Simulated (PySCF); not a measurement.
**Telling isomers of C6H11FO2Si apart by NMR**

PySCF calculation with shieldings: GIAO PBE0/pcSseg-1 and GFN2-xTB geometry; no relativistic terms, fast rotation and ring inversion assumed for equivalent nuclei, in vacuum, a single conformation.

Shifts are taken against calculated references (same method and geometry level): TMS for 1H (σ = 31.72 ppm), 13C (σ = 186.93 ppm). Splittings of carbon signals by F and P are missing where no couplings were computed. Where no couplings were computed, multiplicities follow the n + 1 count of equivalent neighbours, and m marks all less simple cases (inequivalent or close neighbours, rings, F or P nearby). Acid and N–H amide carbonyl carbons lie up to 10 ppm further downfield in solution (hydrogen bonding). Shifts are as computed. Against solution values, carbons near 30 ppm lie about +3 ppm off and those near 130 ppm about +5 ppm. Of 1309 compounds with measured shifts, 239 miss one by over three times the rms of a fit or turn the order of signals round; such compounds aren't used in these exercises. OH and NH positions are gas-phase values without hydrogen bonding to other molecules.

(1) Tabulate the signals of `CC(C)O[SiH2]/C(F)=C/C=O`, `CC/C(=C/[SiH2]CF)C(=O)O`, `C=CC(=O)[Si@@H](F)OC(C)C`, `C=C(O[SiH2][C@H](C)F)C(C)=O` and their relative energies.

(2) What is the quickest way to tell C=CC(=O)[Si@@H](F)OC(C)C from C=C(O[SiH2][C@H](C)F)C(C)=O?

(3) What is the quickest way to tell CC(C)O[SiH2]/C(F)=C/C=O from C=CC(=O)[Si@@H](F)OC(C)C?

(4) What is the quickest way to tell CC(C)O[SiH2]/C(F)=C/C=O from C=C(O[SiH2][C@H](C)F)C(C)=O?

Answers

(1) 
| SMILES | carbon types | δC | δH | E rel. (kcal/mol) |
| --- | --- | --- | --- | --- |
| CC(C)O[SiH2]/C(F)=C/C=O | 1×C 3×CH 2×CH3 | 193.6, 190.3, 131.0, 70.5, 27.3 | 10.53 (m, 1H), 6.14 (m, 1H), 5.21 (m, 2H), 4.42 (sept, 1H), 1.37 (d, 6H) | 43.1 |
| CC/C(=C/[SiH2]CF)C(=O)O | 2×C 1×CH 2×CH2 1×CH3 | 176.8, 159.5, 153.5, 81.7, 28.9, 12.3 | 7.57 (m, 1H), 6.48 (br s, 1H), 4.75 (m, 2H), 4.65 (m, 2H), 2.51 (q, 2H), 1.30 (t, 3H) | 41.5 |
| C=CC(=O)[Si@@H](F)OC(C)C | 1×C 2×CH 1×CH2 2×CH3 | 228.2, 139.1, 133.7, 72.0, 28.4, 27.9 | 7.40 (m, 1H), 6.63 (m, 1H), 5.86 (m, 1H), 4.67 (m, 1H), 4.62 (m, 1H), 1.51 (d, 3H), 1.44 (d, 3H) | 0.0 |
| C=C(O[SiH2][C@H](C)F)C(C)=O | 2×C 1×CH 1×CH2 2×CH3 | 203.4, 160.0, 110.6, 87.9, 25.6, 20.4 | 5.66 (m, 1H), 5.51 (m, 1H), 5.29 (m, 1H), 4.94 (m, 1H), 4.68 (m, 1H), 2.49 (s, 3H), 1.46 (m, 3H) | 36.6 |

Energies are electronic energies at PBE0/pcSseg-1 on these geometries, without zero-point or thermal terms, each for the one conformer computed, which needn't be the lowest.

(2) Both give the same number of carbon signals, but DEPT or the intensities differ. The first has an α carbon of a C=C–C=O unit (CH) at 139.1 ppm, the second an alkene carbon bearing oxygen (C) at 160.0 ppm. Their most deshielded carbons lie at 228.2 and 203.4 ppm. In the proton spectra the most deshielded non-exchanging signals are 7.40 (m, 1H) and 5.66 (m, 1H).

(3) Count the carbon signals: 5 against 6. The first has an aldehyde carbonyl carbon (CH) at 190.3 ppm, the second a β carbon of a C=C–C=O unit (CH2) at 133.7 ppm. Their most deshielded carbons lie at 193.6 and 228.2 ppm. In the proton spectra the most deshielded non-exchanging signals are 10.53 (m, 1H) and 7.40 (m, 1H).

(4) Count the carbon signals: 5 against 6. The first has an aldehyde carbonyl carbon (CH) at 190.3 ppm, the second a β carbon of a C=C–C=O unit (CH2) at 110.6 ppm. Their most deshielded carbons lie at 193.6 and 203.4 ppm. In the proton spectra the most deshielded non-exchanging signals are 10.53 (m, 1H) and 5.66 (m, 1H).
